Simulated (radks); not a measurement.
Problem. Numerical settings for the platinum ion Pt3+, [Xe] 4f14 5d7. Method: Dirac Kohn-Sham, PBE, spin-unpolarised, spherical densities, point nucleus; open shells fill j = l - 1/2 first; computed with a radial shooting solver on a logarithmic mesh with Libxc functionals. The defaults (mesh step 0.008 in ln r, mesh end at 40 bohr or more with all orbitals vanishing there, Anderson mixing 0.5 over 9 steps, residual threshold near 1e-9 with the energy settled to 1e-9 hartree or 1e-11 of itself, here a cap of 84 iterations) give E = -18444.574 hartree and 5d5/2 at -37.920 eV in 15 iterations. Times are rough (one thread of a shared host). One setting is changed at a time: mesh step in ln r 0.003; mesh step in ln r 0.012; mesh step in ln r 0.05; mesh end (bohr) 8; mesh end (bohr) 400; residual threshold 0.001; residual threshold 0.01; mixing 1.5; linear mixing, mixing 0.8; linear mixing, mixing 0.2; mixing history 2; iteration cap 2. Which runs fail to converge, and which converge to a wrong energy?

Solution. Not converged within the cap: linear mixing, mixing 0.8; linear mixing, mixing 0.2; iteration cap 2. No run marked as converged misses the energy by more than 1 mhartree.
